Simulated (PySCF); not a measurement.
Species: C7H9ClO.
SMILES with atom numbers: `[CH2:1]=[CH:2][C@@H:3]1[CH2:4][C@@:5]1([CH3:6])[C:7](=[O:8])[Cl:9]`

Structure used (GFN2-xTB), in Å, numbered top down from 1:
```
atom  x, y, z in Å
C1     2.5666    1.0102   -0.4677
C2     1.5453    0.1920   -0.6648
C3     0.6852   -0.2967    0.4196
C4    -0.1190   -1.5442    0.2869
C5    -0.8520   -0.2196    0.2802
C6    -1.4686    0.2888   -0.9988
C7    -1.4978    0.1145    1.5548
O8    -1.1931   -0.2715    2.6394
Cl9   -2.8567    1.2453    1.4029
H10    2.8178    1.3736    0.5148
H11    3.1904    1.3454   -1.2776
H12    1.3170   -0.1613   -1.6605
H13    1.0514   -0.0654    1.4132
H14   -0.0848   -2.0808   -0.6492
H15   -0.2311   -2.1684    1.1603
H16   -1.3882    1.3721   -1.0640
H17   -2.5218    0.0192   -1.0419
H18   -0.9696   -0.1468   -1.8592
```

NICS = −σ at a ghost point: NICS(0) at the centroid of the ring atoms, NICS(1) 1 Å to either side along the normal of their mean plane, zz for the tensor component along that normal. Level: GIAO PBE0/pcSseg-1 (PySCF, non-relativistic, gas phase) on the GFN2-xTB geometry, one conformer.

Ring bond lengths (Å), with Mayer bond orders in brackets: C3–C4 1.490 (0.93), C4–C5 1.514 (0.90), C5–C3 1.545 (0.84).

Problem. Give the NICS values of each ring in ppm.

Solution. 
```
    ring                                            type  NICS(0)  NICS(1), two faces  NICS(1)zz, two faces  rms pucker (Å)  centre to ring atoms, mean (Å)
C3–C4–C5  3-membered carbocycle; formal bonds all single    -43.0         -7.6 / -7.7         -20.8 / -22.6            0.00                            0.88
```

Problem. What do they say, and how far can they be read as aromaticity?

Solution. 
- C3–C4–C5: mean NICS(1)zz -21.7 ppm, shielded. C3, C4, C5 have four or more neighbours, so the value isn't read as a sign of a π ring current. NICS(0) lies 35 ppm below the mean NICS(1).

Problem. At the first NICS(1) probe listed for ring C3–C4–C5, 1 Å off the ring, how large is the induced field along the normal in 1 T applied along it?

Solution. NICSzz × B0 = -20.8 ppm × 1 T = -21 μT, against the applied field.

Problem. List the ring angles and the Hirshfeld charges of the ring atoms.

Solution. 
- C3–C4–C5: C3 59.8° (-0.026 e), C4 61.9° (-0.075 e), C5 58.3° (0.000 e); sum 180.0° against 180° for a flat convex ring.

Rough CPU time on one thread of a shared machine: about 2.1 min (grids of density and orbitals included). This is the whole shielding run at PBE0/pcSseg-1, SCF included.
